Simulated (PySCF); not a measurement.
CH3Cl2NSi2, SMILES Cl[Si]1(Cl)N=C[SiH2]1.

Geometry optimised at PBE0-D3(BJ)/def2-SVP. This is a generated structure with no PubChem entry under its InChIKey; it may be hypothetical.

Two levels are set side by side: TDA-PBE/def2-SVPD (PySCF) and TDA-LC-ωPBE/def2-SVPD (PySCF). Vertical, same geometry. The lowest singlet is HOMO→LUMO 98 % with PBE and HOMO→LUMO 94 % with the other functional; states are paired by order. Differences are taken from unrounded values.

```
quantity                              TDA-LC-ωPBE
------------------------------------  -----------
lowest singlet excitation (eV)               3.84
lowest triplet excitation (TDA) (eV)         3.01
```

Task: What does TDA-PBE give, and how far is it from TDA-LC-ωPBE? (An estimate is asked for; the answer gives what the named calculation found.)

Result: 
```json
[
 {"quantity": "lowest singlet excitation (eV)", "TDA-PBE": "3.55", "TDA-PBE minus TDA-LC-ωPBE": "-0.29"},
 {"quantity": "lowest triplet excitation (TDA) (eV)", "TDA-PBE": "2.84", "TDA-PBE minus TDA-LC-ωPBE": "-0.18"}
]
```

A lower first singlet is the usual sign of a functional without exact exchange. Differences between two approximate levels are no errors against the true value.

Rough cost on one machine, each run with all the roots and properties that it gave: TDA-LC-ωPBE against TDA-PBE about 3 times.
